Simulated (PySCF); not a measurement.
Ligands exchanged one at a time, Si F-SH. Gas-phase values, no solvent. One relaxed conformer stands for each flexible species; it need not be the lowest. Strings in code marks are SMILES.

The HOMO from two functionals at the same geometries (PBE0-D3(BJ)/def2-TZVP), both in PySCF: PBE-D3(BJ)/def2-TZVP and TPSSh-D3(BJ)/def2-TZVP. 

| species | TPSSh-D3(BJ)/def2-TZVP (eV) |
|---|---|
| 1 of 4 F replaced by SH | -7.84 |
| 2 of 4 F replaced by SH (`[Si](F)(S)(S)F` (S–Si–S–H torsion 49°, S–Si–S–H torsion 49°)) | -7.44 |
| 3 of 4 F replaced by SH (`F[Si](S)(S)S`) | -7.13 |
| 4 of 4 F replaced by SH (`S[Si](S)(S)S`) | -6.98 |

### Question
What does PBE-D3(BJ)/def2-TZVP give for each?

### Answer

- 1 of 4 F replaced by SH: -7.22
- 2 of 4 F replaced by SH (`[Si](F)(S)(S)F` (S–Si–S–H torsion 49°, S–Si–S–H torsion 49°)): -6.84
- 3 of 4 F replaced by SH (`F[Si](S)(S)S`): -6.54
- 4 of 4 F replaced by SH (`S[Si](S)(S)S`): -6.39
Over these rows, drawn at random from the members with no instability flagged (it was tested for open shells, ions and some series alone), PBE minus TPSSh-D3(BJ): mean +0.60 eV, from +0.59 eV to +0.62 eV.
